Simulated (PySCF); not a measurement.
ClSi, SMILES [Si]Cl (connectivity only; charge and spin as stated), neutral, multiplicity 2. Atoms are numbered in the order given.

```xyz
2

Si     0.0000     0.0000    -1.1436
Cl     0.0000     0.0000     0.9418
```
Charge 0, spin multiplicity 2.

Coordinates come from a PBE-D3(BJ)/def2-TZVPD optimisation.

The numbers are results of PBE-D3(BJ)/def2-TZVPD in PySCF, not measurements.

Frequencies are harmonic and unscaled.

```json
[
 {"mode": "1", "ν (cm⁻¹)": "510", "IR (km/mol)": "89.9", "moving atoms (share of kinetic energy)": "Si 56 %, Cl 44 %"}
]
```
